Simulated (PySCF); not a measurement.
A structure optimised at PBE-D3(BJ)/def2-SVP, used in a PySCF frequency run:

```
C
F 1 1.3419
H 1 1.1060 2 110.88
Br 1 1.9566 3 107.02 2 -119.96
Br 1 1.9566 3 107.02 2 119.96
```
Charge 0, spin multiplicity 1.

Write its SMILES, formula and point group.

FC(Br)Br, CHBr₂F, Cs

What are its rotational constants (standard atomic weights)?

5.3956, 1.1885, 0.99467 GHz
